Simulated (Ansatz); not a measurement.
The first iterations of a band of C2H9AsSSi (14 atoms, charge 0, multiplicity 1).

Method: Ansatz, RKS BLYP-D4/def2-SVP.

- movable images: 7
- climbing image: yes
- spring: 5.0 eV/Å²
- optimiser: fire
- start path: through a guess of the saddle point
- force threshold: 0.03 eV/Å
- iteration limit: 60
- end points: relaxed
- largest step: 0.5 Å

First end point:

```xyz
14
Properties=species:S:1:pos:R:3
C -1.088 1.805 0.672
S 0.719 1.603 1.050
Si 0.808 -0.560 1.212
C 0.283 -1.395 -0.408
As 1.153 -0.542 -2.034
H -1.351 1.332 -0.293
H -1.275 2.892 0.599
H -1.716 1.387 1.482
H -0.069 -1.049 2.333
H 2.243 -0.853 1.524
H -0.819 -1.393 -0.516
H 0.612 -2.456 -0.387
H 0.126 0.604 -2.153
H 0.361 -1.404 -3.052
```

Last end point:

```xyz
14
Properties=species:S:1:pos:R:3
C -0.595 2.177 0.644
S -1.374 0.638 1.338
Si 0.300 -0.743 1.236
C 0.484 -1.598 -0.450
As 0.541 -0.330 -2.030
H 0.307 2.456 1.221
H -1.352 2.978 0.744
H -0.334 2.065 -0.424
H 0.031 -1.781 2.285
H 1.558 0.012 1.560
H -0.339 -2.325 -0.588
H 1.441 -2.161 -0.455
H -0.965 0.006 -1.954
H 0.285 -1.422 -3.097
```

| iteration | highest image above the first end (eV) | largest band force component (eV/Å) |
| --- | --- | --- |
| 1 | 66.334 | 164.494 |
| 2 | 13.615 | 36.820 |
| 3 | 12.837 | 29.875 |
| 4 | 6.450 | 9.281 |
| 5 | 3.537 | 5.271 |
| 6 | 3.177 | 4.709 |
| 7 | 2.596 | 3.426 |
| 8 | 1.991 | 2.913 |
| 9 | 1.513 | 3.359 |
| 10 | 1.169 | 3.564 |
| 11 | 0.937 | 2.638 |
| 12 | 0.852 | 2.131 |
| 13 | 0.742 | 1.338 |
| 14 | 0.657 | 0.931 |
| 15 | 0.598 | 1.351 |
| 16 | 0.544 | 1.529 |
| 17 | 0.484 | 1.432 |
| 18 | 0.410 | 1.098 |
| 19 | 0.335 | 1.240 |

Q: Does the band converge within its limit, and where does its top end?

A: It converged. It ended after 57 iterations with the highest image 0.099 eV above the first end. The profile has 2 maxima (images 3, 6) with wells between them (image 5): this band takes more than one step, which may be the mechanism or a detour left from its start path. The order of the stationary point at the top wasn't checked.

The run took 7.3 min on 2 threads of AMD EPYC 9R45 96-Core Processor (Zen 5), with other jobs on the host, peak memory 0.25 GiB.
